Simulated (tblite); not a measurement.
Species: C6H12B2FN.
Atom-mapped SMILES: `[BH2:1][NH:2][BH:3][C@H:4]1[CH2:5][C@@:6]([F:7])([CH:8]=[CH2:9])[CH2:10]1` (hydrogens: H11, H12 on B1; H13 on N2; H14 on B3; H15 on C4; H16, H17 on C5; H18 on C8; H19, H20 on C9; H21, H22 on C10)

Computed with GFN2-xTB (tblite), gas phase: L-BFGS steps from a force-field or distance-geometry start until the largest atomic force falls under 0.01 eV/Å.

Step 163: E = -791.7124 eV
```
atom  x, y, z in Å  |  force x, y, z in eV/Å
B1      2.3828    1.4370   -0.5424    0.006   0.003  -0.002
N2      2.4651    0.0991   -0.9774    0.006  -0.002  -0.007
B3      1.7468   -1.0998   -0.7376   -0.016   0.000  -0.006
C4      0.5266   -1.3914    0.2314    0.009   0.014   0.005
C5     -0.1199   -0.3788    1.2015    0.001   0.001  -0.001
C6     -1.3593   -0.2927    0.2923    0.000  -0.001   0.000
F7     -2.5325   -0.6042    0.9638   -0.010  -0.002  -0.018
C8     -1.5173    0.9847   -0.4631    0.013   0.000  -0.010
C9     -2.6070    1.7297   -0.4718   -0.018   0.007   0.035
C10    -0.8234   -1.4709   -0.5417    0.006  -0.003   0.005
H11     3.1577    2.2056   -0.9743   -0.008  -0.001   0.011
H12     1.5673    1.7927    0.2108    0.004  -0.003   0.002
H13     3.2114   -0.0398   -1.6473   -0.018  -0.022   0.007
H14     2.0765   -2.0321   -1.3821    0.008   0.017   0.000
H15     0.7335   -2.3389    0.7382    0.004   0.014  -0.012
H16     0.4027    0.5547    1.3757   -0.008   0.001  -0.016
H17    -0.3790   -0.8224    2.1614   -0.001  -0.003  -0.007
H18    -0.6349    1.2592   -1.0251    0.000   0.006   0.017
H19    -3.4843    1.4508    0.0885    0.026   0.003  -0.009
H20    -2.6620    2.6480   -1.0317    0.002  -0.020  -0.009
H21    -0.7790   -1.2852   -1.6131    0.006  -0.015   0.004
H22    -1.3818   -2.3861   -0.3602   -0.011   0.006   0.012
```

Step 164: E = -791.7127 eV
```
atom  x, y, z in Å  |  force x, y, z in eV/Å
B1      2.3887    1.4371   -0.5324   -0.006   0.018   0.001
N2      2.4600    0.1036   -0.9818    0.003  -0.003   0.001
B3      1.7403   -1.0948   -0.7442   -0.019  -0.010  -0.010
C4      0.5266   -1.3905    0.2316    0.007   0.013   0.003
C5     -0.1185   -0.3790    1.2031   -0.002   0.005   0.000
C6     -1.3587   -0.2928    0.2959   -0.007  -0.003  -0.007
F7     -2.5316   -0.5991    0.9697   -0.021  -0.003  -0.018
C8     -1.5139    0.9824   -0.4643    0.010   0.004  -0.015
C9     -2.6047    1.7258   -0.4825   -0.027   0.007   0.047
C10    -0.8264   -1.4741   -0.5363    0.016  -0.005   0.008
H11     3.1621    2.2071   -0.9650   -0.008  -0.006   0.013
H12     1.5817    1.7896    0.2323    0.016  -0.008  -0.006
H13     3.1988   -0.0326   -1.6602   -0.011  -0.021   0.001
H14     2.0616   -2.0238   -1.3977    0.011   0.018   0.000
H15     0.7390   -2.3364    0.7392    0.005   0.014  -0.022
H16     0.4023    0.5551    1.3778    0.001   0.006  -0.013
H17    -0.3754   -0.8243    2.1627   -0.007  -0.002  -0.003
H18    -0.6290    1.2559   -1.0231   -0.002   0.004   0.022
H19    -3.4850    1.4485    0.0744    0.033  -0.002  -0.011
H20    -2.6592    2.6425   -1.0449    0.011  -0.025  -0.012
H21    -0.7864   -1.2910   -1.6086    0.006  -0.020   0.008
H22    -1.3827   -2.3899   -0.3499   -0.009   0.019   0.013
```

Task: Estimate the geometry and energy of step 165. (The exact step hangs on the optimiser's Hessian estimate; all steps are aligned on step 164, rigid shifts and turns removed.)

Result: E = -791.7131 eV, largest force 0.055 eV/Å
```
atom  x, y, z in Å  |  force x, y, z in eV/Å
B1      2.3981    1.4379   -0.5183   -0.023   0.031   0.005
N2      2.4525    0.1105   -0.9879    0.000  -0.001   0.012
B3      1.7298   -1.0867   -0.7542   -0.016  -0.017  -0.014
C4      0.5268   -1.3883    0.2320    0.004   0.006  -0.002
C5     -0.1176   -0.3793    1.2056   -0.005   0.012   0.001
C6     -1.3585   -0.2938    0.3004   -0.016  -0.004  -0.016
F7     -2.5314   -0.5925    0.9769   -0.033  -0.004  -0.017
C8     -1.5091    0.9783   -0.4667    0.000   0.013  -0.017
C9     -2.6004    1.7208   -0.4965   -0.026   0.000   0.048
C10    -0.8305   -1.4796   -0.5282    0.024  -0.006   0.010
H11     3.1702    2.2092   -0.9508   -0.007  -0.011   0.014
H12     1.6028    1.7864    0.2615    0.029  -0.017  -0.014
H13     3.1805   -0.0226   -1.6779    0.001  -0.016  -0.008
H14     2.0386   -2.0101   -1.4216    0.012   0.017   0.001
H15     0.7487   -2.3316    0.7406    0.005   0.009  -0.032
H16     0.4003    0.5557    1.3811    0.013   0.015  -0.008
H17    -0.3719   -0.8276    2.1643   -0.012  -0.001   0.004
H18    -0.6203    1.2494   -1.0211   -0.007   0.002   0.026
H19    -3.4847    1.4462    0.0554    0.034  -0.009  -0.005
H20    -2.6539    2.6348   -1.0636    0.024  -0.027  -0.015
H21    -0.7967   -1.3018   -1.6016    0.005  -0.027   0.012
H22    -1.3838   -2.3960   -0.3337   -0.006   0.033   0.014
```

The energy changes by -0.0004 eV. The first-order estimate −F·Δx gives -0.0006 eV and the mean of the old and new forces, exact on a quadratic surface, -0.0004 eV. The step makes an angle of 86° with the force vector and moves no atom by more than 0.036 Å.

What follows is the cost of the whole relaxation. Hardware: an Intel Xeon at 2.50 GHz with one thread, shared host with 64 logical CPUs at a one-minute load of 64. Cost: 6.8 s of wall time.
